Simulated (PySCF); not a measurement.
C4H8OSi. Atoms are numbered in the order given.

```xyz
14

Si     0.1815     2.2849     0.0000
C     -0.8450     0.7410     0.0000
C     -0.3026    -0.4810     0.0000
C      1.0832    -1.0974     0.0000
C      0.2961    -2.4216     0.0000
O     -0.9513    -1.6887     0.0000
H      1.6279     1.9067     0.0000
H     -0.0824     3.1311    -1.2033
H     -0.0824     3.1311     1.2033
H     -1.9404     0.7838     0.0000
H      1.6837    -0.8933    -0.8978
H      1.6837    -0.8933     0.8978
H      0.3939    -3.0456    -0.9020
H      0.3939    -3.0456     0.9020
```
Charge 0, spin multiplicity 1.

Geometry optimised at ωB97X-D3(BJ)/def2-SVP. The structure was generated by enumeration; whether it is a known compound was not checked.

All values below come from PBE/def2-TZVP (PySCF).

```
Property                                                                                                         Value
---------------------------------------------------------------------------------------------  -----------------------
total energy                                                                                        -521.55432 hartree
point group                                                                                                         Cs
highest occupied level                                                                                        -5.48 eV
lowest empty level                                                                                            -0.81 eV
orbital gap                                                                                                    4.67 eV
dipole moment                                                                                                   2.38 D
quadrupole, principal values (traceless, Buckingham form, about the centre of nuclear charge)   -5.53, -0.89, 6.41 D·Å
mean static polarisability                                                                       81.0 bohr³ (12.01 Å³)
polarisability, principal values                                                               61.0, 70.0, 112.0 bohr³
```
